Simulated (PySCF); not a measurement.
C3H9NSi2. Atoms are numbered in the order given.

```xyz
15

C      2.7356    -0.7607     0.1225
C      1.3763    -0.2212    -0.1450
N      0.3801    -0.9621    -0.5246
C     -0.7891    -0.0263    -0.6161
Si    -2.1326    -0.4949     0.6258
Si     0.4095     1.4066    -0.2024
H      2.7509    -1.8475    -0.0519
H      3.4853    -0.2763    -0.5251
H      3.0382    -0.5564     1.1633
H     -1.2277    -0.0384    -1.6312
H     -1.5672    -0.4394     2.0084
H     -2.6546    -1.8700     0.3682
H     -3.2595     0.4837     0.5240
H      0.7546     2.3428    -1.3183
H      0.2059     2.2224     1.0381
```

Geometry optimised at r2SCAN-D4/def2-SVP. The structure was generated by enumeration; whether it is a known compound was not checked.

Method: PBE/pcSseg-1 (PySCF).

GIAO shieldings, no solvent; atoms alike by connectivity are averaged. δ = σ(ref) − σ: ¹³C against TMS (σ = 182.0 ppm); ¹⁵N against NH3 (σ = 267.0 ppm); ²⁹Si against TMS (σ = 335.4 ppm); ¹H against TMS (σ = 31.49 ppm), references at their B3LYP-D3(BJ)/def2-TZVP geometries, non-relativistic.

Question: Estimate the chemical shifts. (The exact figures need the calculation; the answer reports its results.)

Answer: 
```
nucleus          atoms  count  δ (ppm)
-------  -------------  -----  -------
¹³C                 C2      1    198.0
¹³C                 C4      1     42.3
¹³C                 C1      1     31.1
¹⁵N                 N3      1    504.7
²⁹Si               Si6      1    -15.0
²⁹Si               Si5      1    -65.1
¹H            H14, H15      2     6.58
¹H       H11, H12, H13      3     4.44
¹H                 H10      1     3.77
¹H          H7, H8, H9      3     2.45
```
